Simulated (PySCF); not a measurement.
SMILES Cl[SiH2]C(F)(F)F (CH₂ClF₃Si), singlet at its PBE0/def2-SVP optimised geometry (Å):

```
8

Si    -0.9987    -0.0897     0.0000
Cl    -1.6568    -1.0418    -1.6979
C      0.9326    -0.0897     0.0000
F      1.4469     0.5485    -1.0557
F      1.4420    -1.3253     0.0147
F      1.3705     0.5400     1.1043
H     -1.4469     1.3253     0.0000
H     -1.4445    -0.8302     1.2068
```

Computed with PySCF with PBE0/def2-TZVP. Cells within 0.4 Å of a nucleus heavier than hydrogen are left out (blank, or x).

Map of the Laplacian of the electron density (e/bohr⁵), clipped to [-1.50, 1.50] on the plane z = 0.0 Å:

```
|5555555555555555555555555555555|
|5555555555555555555555555555555|
|5555555555555555555555555555555|
|5555555555555555555555555555555|
|5555555555555555555555555555555|
|5555555555555555555555555555555|
|5555555555555555555555555555555|
|5555555555555555555555555555555|
|5555555554555555555555555555555|
|5555555510345555555555555555555|
|5555555410345555555555555555555|
|5555555443344555555555555555555|
|5555555544445555555566555555555|
|5555555546999545555556655555555|
|5555555569xx994443xxx5655555555|
|5555555599xxx95430xxx5555555555|
|5555555599xxx94430xxx5555555555|
|55555555699x9844445x44665555555|
|5555555556997555555445776555555|
|555555555555555555674x487555555|
|55555555555555555578xxx58555555|
|55555555555555555578xxx48555555|
|555555555555555555681xx87555555|
|5555555555555555555789986555555|
|5555555555555555555567665555555|
|5555555555555555555555555555555|
|5555555555555555555555555555555|
|5555555555555555555555555555555|
|5555555555555555555555555555555|
|5555555555555555555555555555555|
|5555555555555555555555555555555|
```
Scale: ten equal steps from -1.50 (start of '0') to 1.50 (end of '9'), in the order '0123456789'; x runs from -3.50 to 3.50, y from -3.50 (bottom) to 3.50 (top).
